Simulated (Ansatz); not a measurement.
Species: CBr2, charge 1, multiplicity 2. 
Geometry from a B3LYP-D3(BJ)/def2-TZVP (Ansatz, a quantum-chemistry and plane-wave program) optimisation:
```xyz
3

C      0.0572    -0.0387     0.5872
Br     0.8920     1.3658    -0.0478
Br    -0.9018    -1.3591    -0.0528
```
Charge +1, spin multiplicity 2.

Basis-set convergence of Hartree-Fock and CCSD correlation energies (hartree) with Ansatz. Cores are frozen in the correlated levels unless marked. Open shells are spin-unrestricted. No spin-orbit coupling. The frozen core is the preceding noble-gas configuration, with the filled d and f shells of earlier blocks. No relativistic terms.

```
basis    functions        E(HF)  E(corr, CCSD)
-------  ---------  -----------  -------------
cc-pVDZ         68  -5182.22508       -0.36069
cc-pVTZ        116  -5182.39425       -0.46852
cc-pVQZ        191  -5182.40329       -0.50464
```

Extrapolating the two largest sets (X = 3 and 4) as X^-3: E(corr) = (64·(-0.50464) - 27·(-0.46852))/37 = -0.5310 Eh, an estimate of the basis-set limit. The largest set recovers 95.0 % of it, the smallest 67.9 %.
